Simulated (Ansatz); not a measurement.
Relaxation of the cluster B5⁺ with RKS B3LYP-D4/def2-SVP.

```sh
$ ansatz run in.yaml --threads 4 --pin off --events-out ev --progress --plain --max-ram 3916MiB
```

```yaml
crystal:
  periodic: [false, false, false]
  atoms:
    - {symbol: B, position_ang: [-0.197990, -1.171260, -1.227710]}
    - {symbol: B, position_ang: [0.198140, 1.198390, 1.201520]}
    - {symbol: B, position_ang: [-1.189210, 0.874710, 0.859350]}
    - {symbol: B, position_ang: [-0.000270, -0.053810, 0.052520]}
    - {symbol: B, position_ang: [1.189340, -0.848020, -0.885690]}
basis:
  gaussian: {orbitals: def2-SVP}
total_charge: 1
hamiltonian: {xc: {name: B3LYP}, dispersion: d4}
scf: {omitted_lower_state_checks: [starts]}
output: {orbitals: {seedname: orbitals}}
relax: {f_tol: 0.02, max_steps: 100}
```

It took 1.6 s on 4 threads of AMD EPYC 9R45 on a shared host.

Positions (Å) and forces (eV/Å) at steps 1, 2, 3, 4 of 4:

```xyz
5
step=1 energy=-3357.9598 eV
B    -0.198   -1.171   -1.228   -3.849   -0.738   -0.734
B     0.198    1.198    1.202    3.845    0.685    0.783
B    -1.189    0.875    0.859   -3.684   -1.071   -1.073
B     0.000   -0.054    0.053    0.000    0.105   -0.101
B     1.189   -0.848   -0.886    3.689    1.018    1.124
5
step=2 energy=-3358.3604 eV
B    -0.243   -1.164   -1.217   -1.192   -0.274   -0.264
B     0.243    1.187    1.194    1.191    0.247    0.288
B    -1.217    0.847    0.834   -1.176   -0.304   -0.295
B     0.000   -0.046    0.045    0.000    0.052   -0.049
B     1.217   -0.824   -0.857    1.178    0.278    0.320
5
step=3 energy=-3358.3794 eV
B    -0.262   -1.204   -1.235    0.294    0.380    0.394
B     0.262    1.204    1.234   -0.295   -0.382   -0.391
B    -1.257    0.851    0.859    0.566   -0.183   -0.178
B     0.000   -0.003    0.003    0.000    0.007   -0.008
B     1.257   -0.849   -0.861   -0.566    0.178    0.183
5
step=4 energy=-3358.4204 eV
B    -0.267   -1.174   -1.210   -0.005    0.001    0.007
B     0.267    1.180    1.204    0.005   -0.007   -0.001
B    -1.237    0.828    0.834    0.000   -0.007   -0.004
B     0.000   -0.009    0.009    0.000    0.010   -0.009
B     1.237   -0.824   -0.838    0.000    0.003    0.007
```

The restricted singlet is unstable towards broken spin symmetry in Hartree–Fock (as tested in another run); at B3LYP-D4/def2-SVP this wasn't settled. Another isomer (singlet) lies 4.29 eV lower at PBE0-D4/def2-TZVP; other spin states weren't run for this one.
